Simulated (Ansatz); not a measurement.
Stepwise reaction of `[Br][Al]([Br])[Br]` with water, as a gas-phase model of exchange steps in deposition or etching. ΔE in kJ/mol; ΔG adds harmonic PBE0-D4 terms to CCSD(T)/CBS, at 1 bar.

Program: Ansatz. Geometries: PBE0-D4/def2-TZVP. ΔE: electronic, gas phase. CCSD(T)/CBS is the MP2 limit (def2-TZVPP, def2-QZVPP) plus CCSD(T) − MP2 in def2-TZVPP, frozen cores. This one scheme is used for every species. DFT in def2-TZVPP. B3LYP here is the variant with VWN-RPA as its local correlation; programs differ in this. For Br outer-core shells are correlated without core-valence functions, which leaves a few kJ/mol of doubt a bond. Scalar relativity is left out up to krypton. Each species was taken in one conformer, which may not be the lowest.

| step | reaction | PBE-D4 | B3LYP-D4 | ωB97M-V | CCSD(T)/CBS | ΔG(600 K) |
| --- | --- | --- | --- | --- | --- | --- |
| 1 | `[Br][Al]([Br])[Br]` + H₂O → `[OH][Al]([Br])[Br]` + HBr | 23.0 | 16.7 | 19.0 | 25.2 | 11.3 |
| 2 | `[OH][Al]([Br])[Br]` + H₂O → `[OH][Al]([OH])[Br]` + HBr | 24.6 | 19.0 | 21.9 | 27.2 | 25.5 |
| 3 | `[OH][Al]([OH])[Br]` + H₂O → `[OH][Al]([OH])[OH]` + HBr | 28.8 | 21.9 | 25.5 | 28.5 | 26.1 |

Task: By hand: ΔE of the 3 steps together at CCSD(T)/CBS.

Result: (25.2) + (27.2) + (28.5) = 80.9 kJ/mol, or 27.0 kJ/mol a step.

In ΔE the steps differ by no more than 3.3 kJ/mol. All are uphill at CCSD(T)/CBS. ΔG lies between 11.3 and 26.1 kJ/mol a step. PBE-D4 differs from CCSD(T)/CBS by -2.6 to 0.3 kJ/mol a step. Isolated molecules leave out the surface, adducts and barriers. Largest T1 diagnostic: 0.012.
